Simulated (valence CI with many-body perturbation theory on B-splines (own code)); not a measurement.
The numbers below are computed, except where a source is named.
## From CI to CI+MBPT in Sr16+

Method: configuration interaction combined with many-body perturbation theory (CI+MBPT): four valence electrons over a frozen Dirac-Fock core [Ar], radial functions for each j: 9 s, 9 p, 10 d, 8 f, 5 g, 3 h, 1 i, with the one-electron correlation potential Σ1, the two-electron term Σ2, the three-electron term Σ3, Breit, model QED; selected CI, second order for the rest (own B-spline code, finite nucleus).

No measured levels were compared; by estimate terms of the open shell hold to 2 to 4 % of their energy, and close levels can change places. Core correlation moves these levels by up to 8400 cm⁻¹, and in measured spectra 5 to 20 % of such shifts remained as error; rates that hang on mixing are uncertain with them. Only levels of the ground parity were solved; by the run's estimate the other parity begins above the list, which can be wrong where configurations are misplaced.

Each rung adds one term. CI alone is the Dirac-Coulomb CI over the frozen core; QED comes last and gives the full result, which names the levels. Energies are above 3d4 5D_0 on the same rung, in eV.

Names give the largest LS component (configuration and term), which can be under half, so a name can repeat, a term be missing and a line seem to break the LS rules; names also repeat where a configuration has a term twice. Letters in brackets count levels of one name in rising energy.

| Level | CI alone | Σ1 | Σ2 | Σ3 | Breit | QED | Full |
| --- | --- | --- | --- | --- | --- | --- | --- |
| 3d4 5D_1 | 0.490 | +0.0139 | +0.0319 | +0.0058 | -0.0499 | +0.0030 | 0.495 |
| 3d4 5D_2 | 1.164 | +0.0281 | +0.0572 | +0.0073 | -0.1144 | +0.0059 | 1.148 |
| 3d4 5D_3 | 1.893 | +0.0401 | +0.0734 | +0.0066 | -0.1831 | +0.0082 | 1.838 |
| 3d4 5D_4 | 2.629 | +0.0493 | +0.0852 | +0.0038 | -0.2583 | +0.0099 | 2.519 |
| 3d4 3P_0 [a] | 7.037 | +0.0231 | -0.1779 | -0.0705 | +0.0025 | +0.0012 | 6.816 |
| 3d4 3H_4 | 7.883 | +0.0327 | -0.0389 | -0.0952 | -0.1308 | +0.0027 | 7.654 |
| 3d4 3P_1 [a] | 8.843 | +0.0530 | -0.1614 | +0.0093 | -0.1014 | +0.0071 | 8.649 |
| 3d4 3H_5 | 8.927 | +0.0557 | +0.0150 | -0.0574 | -0.2503 | +0.0074 | 8.697 |
| 3d4 3G_3 | 9.276 | +0.0457 | -0.1601 | -0.0933 | -0.1224 | +0.0051 | 8.951 |
| 3d4 3F_2 [a] | 9.508 | +0.0505 | -0.1502 | -0.0614 | -0.1239 | +0.0062 | 9.229 |
| 3d4 3H_6 | 9.559 | +0.0648 | +0.0591 | -0.0582 | -0.3579 | +0.0092 | 9.276 |
| 3d4 3F_4 [a] | 10.119 | +0.0703 | -0.0681 | -0.0715 | -0.2307 | +0.0104 | 9.829 |
| 3d4 3P_2 [a] | 10.960 | +0.0782 | -0.2019 | +0.0024 | -0.2111 | +0.0111 | 10.639 |
| 3d4 3G_4 | 11.368 | +0.0696 | -0.1606 | -0.1626 | -0.2522 | +0.0092 | 10.872 |
| 3d4 3F_3 [a] | 11.398 | +0.0810 | -0.1411 | -0.0820 | -0.2191 | +0.0119 | 11.049 |
| 3d4 3G_5 | 12.215 | +0.0925 | -0.0933 | -0.0956 | -0.3599 | +0.0142 | 11.773 |
| 3d4 3D_3 | 13.288 | +0.0682 | -0.4930 | -0.1646 | -0.1779 | +0.0081 | 12.529 |
| 3d4 3D_2 | 13.513 | +0.0760 | -0.3961 | -0.0976 | -0.1977 | +0.0105 | 12.908 |
| 3d4 1I_6 | 13.489 | +0.0891 | +0.0765 | -0.1293 | -0.3807 | +0.0125 | 13.157 |
| 3d4 3D_1 | 14.059 | +0.0868 | -0.4462 | -0.1746 | -0.1786 | +0.0118 | 13.358 |
| 3d4 1G_4 [a] | 14.857 | +0.1134 | -0.0591 | -0.2913 | -0.3293 | +0.0175 | 14.309 |
| 3d4 1S_0 [a] | 15.862 | +0.0992 | -0.2875 | -0.6025 | -0.2194 | +0.0139 | 14.866 |
| 3d4 1D_2 [a] | 16.701 | +0.1011 | -0.4485 | +0.1639 | -0.2151 | +0.0131 | 16.315 |
| 3d4 1F_3 | 18.342 | +0.0934 | -0.5940 | -0.0158 | -0.2269 | +0.0108 | 17.610 |
| 3d4 3P_2 [b] | 20.723 | +0.0917 | -0.6893 | +0.0329 | -0.1617 | +0.0092 | 20.006 |
| 3d4 3F_4 [b] | 21.150 | +0.0985 | -0.4588 | -0.0298 | -0.2189 | +0.0105 | 20.551 |
| 3d4 3F_2 [b] | 21.576 | +0.1108 | -0.5379 | -0.0001 | -0.2069 | +0.0126 | 20.954 |
| 3d4 3F_3 [b] | 21.864 | +0.1158 | -0.5057 | -0.0152 | -0.2369 | +0.0137 | 21.236 |
| 3d4 3P_1 [b] | 22.365 | +0.1174 | -0.6993 | +0.0494 | -0.1815 | +0.0139 | 21.665 |
| 3d4 3P_0 [b] | 23.214 | +0.1301 | -0.6901 | +0.0259 | -0.2153 | +0.0162 | 22.480 |
| 3d4 1G_4 [b] | 24.171 | +0.1163 | -0.5512 | +0.0187 | -0.2643 | +0.0125 | 23.503 |

The middle columns are the shifts that each term adds.

**Question.** How does the ionisation energy move along the ladder, and which term matters most?

**Answer.** CI alone 603.30, + Σ1 605.67, + Σ2 612.09, + Σ3 612.10, + Breit 611.95, + QED 611.97 eV. The largest step is Σ2, 6.41 eV. NIST lists 612 ± 3 eV (theoretical).
